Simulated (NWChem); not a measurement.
System: CH4OSi, singlet; SMILES CO[SiH]

The following NWChem deck was run.

```
start job
memory heap 200 mb stack 900 mb global 1100 mb
geometry units angstroms noautoz
  Si     0.004520     1.237511     0.000000
  H     -1.523319     0.927822     0.000000
  O      0.524170    -0.340099     0.000000
  C     -0.181358    -1.551092     0.000000
  H      0.091597    -2.139776    -0.890777
  H      0.091597    -2.139776     0.890777
  H     -1.274108    -1.385528     0.000000
end
basis spherical
  * library def2-svp
end
dft
  xc xpbe96 cpbe96
  iterations 150
  vectors input atomic output neutral.movecs
end
task dft energy
charge 1
dft
  odft
  mult 2
  vectors input atomic output cation.movecs
end
task dft energy
```

Excerpt of the output:

```
             Northwest Computational Chemistry Package (NWChem) 7.3.0
             --------------------------------------------------------

 CS  symmetry detected

                             Geometry "geometry" -> ""
                             -------------------------

 Output coordinates in angstroms (scale by  1.889725989 to convert to a.u.)

  No.       Tag          Charge          X              Y              Z
 ---- ---------------- ---------- -------------- -------------- --------------
    1 Si                  14.0000    -0.01731603     1.21993801     0.00000000
    2 H                    1.0000    -1.54399832     0.90459619     0.00000000
    3 O                    8.0000     0.50816957    -0.35573781     0.00000000
    4 C                    6.0000    -0.19287139    -1.56933387     0.00000000
    5 H                    1.0000     0.08226062    -2.15700356    -0.89077700
    6 H                    1.0000     0.08226062    -2.15700356     0.89077700
    7 H                    1.0000    -1.28622670    -1.40781556     0.00000000

 Effective nuclear repulsion energy (a.u.)     100.3280280475

      Symmetry information
      --------------------

 Group name             Cs
 Group number              2
 Group order               2
 No. of unique centers     6

  pbe96 is a nonlocal functional; adding pw91lda local functional.

                                 NWChem DFT Module
                                 -----------------

 Summary of "ao basis" -> "ao basis" (spherical)
 ------------------------------------------------------------------------------
       Tag                 Description            Shells   Functions and Types
 ---------------- ------------------------------  ------  ---------------------
 Si                         def2-svp                 8       18   4s3p1d
 H                          def2-svp                 3        5   2s1p
 O                          def2-svp                 6       14   3s2p1d
 C                          def2-svp                 6       14   3s2p1d

      Symmetry analysis of basis
      --------------------------

        a'         46
        a"         20

            General Information
            -------------------
          SCF calculation type: DFT
          Wavefunction type:  closed shell.
          No. of atoms     :     7
          No. of electrons :    32
           Alpha electrons :    16
            Beta electrons :    16
          Charge           :     0
          Spin multiplicity:     1
          Use of symmetry is: on ; symmetry adaption is: on
          Maximum number of iterations: 150
          AO basis - number of functions:    66
                     number of shells:    32
          Convergence on energy requested:  1.00D-06
          Convergence on density requested:  1.00D-05
          Convergence on gradient requested:  5.00D-04

              XC Information
              --------------
          PerdewBurkeErnzerhof Exchange Functional  1.000
            Perdew 1991 LDA Correlation Functional  1.000 local
           PerdewBurkeErnz. Correlation Functional  1.000 non-local

             Grid Information
             ----------------
          Grid used for XC integration:  medium
          Radial quadrature: Mura-Knowles
          Angular quadrature: Lebedev.
          Tag              B.-S. Rad. Rad. Pts. Rad. Cut. Ang. Pts.
          ---              ---------- --------- --------- ---------
          Si                  1.10       88          10.0       590
          H                   0.35       45          11.0       434
          O                   0.60       49           8.0       434
          C                   0.70       49          10.0       434
          Grid pruning is: on
          Number of quadrature shells:   321
          Spatial weights used:  Erf1

      Superposition of Atomic Density Guess
      -------------------------------------

 Sum of atomic energies:        -403.05162477

      Non-variational initial energy
      ------------------------------

 Total energy =    -404.088466
 1-e energy   =    -755.010911
 2-e energy   =     250.594417
 HOMO         =      -0.229791
 LUMO         =      -0.046433

      Symmetry analysis of molecular orbitals - initial
      -------------------------------------------------

  Numbering of irreducible representations:

     1 a'          2 a"

  Orbital symmetries:

     1 a'          2 a'          3 a'          4 a'          5 a'
     6 a'          7 a"          8 a'          9 a'         10 a'
    11 a'         12 a"         13 a'         14 a'         15 a"
    16 a'         17 a"         18 a'         19 a'         20 a'
    21 a"         22 a'         23 a'         24 a'         25 a'
    26 a"

   convergence    iter        energy       DeltaE   RMS-Dens  Diis-err
 ---------------- ----- ----------------- --------- --------- ---------
 d= 0,ls=0.0,diis     1   -404.6737277716 -5.05D+02  2.13D-02  4.57D-01
 d= 0,ls=0.0,diis     2   -404.3637185734  3.10D-01  1.55D-02  3.22D+00
 d= 0,ls=0.0,diis     3   -404.7227986041 -3.59D-01  3.82D-03  6.15D-02
 d= 0,ls=0.0,diis     4   -404.7276890245 -4.89D-03  1.50D-03  2.00D-02
 d= 0,ls=0.0,diis     5   -404.7302446732 -2.56D-03  3.95D-04  3.85D-04
  Resetting Diis
 d= 0,ls=0.0,diis     6   -404.7302984495 -5.38D-05  1.27D-04  2.44D-05
 d= 0,ls=0.0,diis     7   -404.7303027136 -4.26D-06  5.47D-05  1.27D-06
 d= 0,ls=0.0,diis     8   -404.7303020844  6.29D-07  2.81D-05  6.73D-06
 d= 0,ls=0.0,diis     9   -404.7303029086 -8.24D-07  9.25D-06  2.08D-07

         Total DFT energy =     -404.730302908604
      One electron energy =     -757.213913263353
           Coulomb energy =      288.213119162478
    Exchange-Corr. energy =      -36.057536855279
 Nuclear repulsion energy =      100.328028047549

 Numeric. integr. density =       32.000005546381

                  Occupations of the irreducible representations
                  ----------------------------------------------

[...]
```

Level: PBE/def2-SVP, vertical spin-unrestricted ions. Low-valent species are run as closed-shell singlets; no triplet was tried in these runs. Structure relaxed at the PBE0/def2-SVP level.
